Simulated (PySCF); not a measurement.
Below is a simulated gas-phase C 1s photoelectron spectrum of `Cc1cccc(PP)c1`.

Every computed line was given a Gaussian of 0.5 eV full width at half maximum and an area set by the number of equivalent atoms; the highest printed point is 100. The calculation used delta-SCF UKS SCAN, pcX-2 on the ionised atom, pcseg-1 elsewhere, spin-free X2C (PySCF 2.14.0).

binding energy (eV), intensity and a bar:
```
    289.3          0 
    289.4          2 
    289.5          5 ##
    289.6         14 ####
    289.7         31 #########
    289.8         55 ################
    289.9         80 ########################
    290.0         98 #############################
    290.1        100 ##############################
    290.2         87 ##########################
    290.3         67 ####################
    290.4         46 ##############
    290.5         33 ##########
    290.6         26 ########
    290.7         23 #######
    290.8         20 ######
    290.9         16 #####
    291.0         10 ###
    291.1          5 ##
    291.2          2 #
    291.3          1 
    291.4          0 
    291.5          0
```

**Question.** How many maxima does the curve show, and how many computed lines lie under it?

**Answer.** The curve has 1 maximum (at 290.1 eV). Under it lie 7 lines from 7 inequivalent carbon sites. At this width some lines have no maximum of their own.

**Question.** Decompose the envelope and assign each component. Numbering: `[CH3:1][c:2]1[cH:3][cH:4][cH:5][c:6]([PH:7][PH2:8])[cH:9]1`.

**Answer.** 
| position (eV) | relative area | line | atoms | environment |
| --- | --- | --- | --- | --- |
| 289.95 | 1 | C 1s | C9 | aromatic CH carbon |
| 289.98 | 1 | C 1s | C3 | aromatic CH carbon |
| 290.00 | 1 | C 1s | C5 | aromatic CH carbon |
| 290.11 | 1 | C 1s | C6 | substituted aromatic carbon |
| 290.13 | 1 | C 1s | C4 | aromatic CH carbon |
| 290.30 | 1 | C 1s | C2 | substituted aromatic carbon |
| 290.75 | 1 | C 1s | C1 | benzylic-type carbon |

Lowest listed C 1s: C9, bonded to 2 C (aromatic in the SMILES) and H. Highest, 0.80 eV above it: C1, bonded to C and 3 H. The widest gap between neighbouring values is 0.45 eV, between 290.30 and 290.75 eV. Summing the Pauling electronegativity differences to the bonded atoms, each weighted by its formal bond order, gives -0.35 for the lowest site and -1.05 for the highest; the largest sum, 0.00, belongs to C2, 0.45 eV below the top. The smallest sum, -1.05, belongs to C1, 0.80 eV above the lowest. The values 289.95, 289.98 and 290.00 eV; the values 290.11 and 290.13 eV lie too close for their order to be trusted.

No satellites, vibrations or lifetime broadening are included. The unrestricted hole states depart most from a pure doublet (⟨S²⟩ = 0.75; over 0.85 named) for C 1s of C2 (0.85) and C 1s of C6 (0.85), which makes these values less certain. The structure is a single PBE0-D3(BJ)/def2-SVP conformer in the gas phase; no vibrational or solvent corrections.

The run took 3.7 min wall on Arm Neoverse V1, one thread, no GPU, on a shared host, and the process peaked at 0.66 GiB of memory.

The values belong to the conformer `[CH3:1][c:2]1[cH:3][cH:4][cH:5][c:6]([PH:7][PH2:8])[cH:9]1`: C5–C6–P7–P8 -105°, H–P8–P7–C6 73°, H–P8–P7–C6 166°.
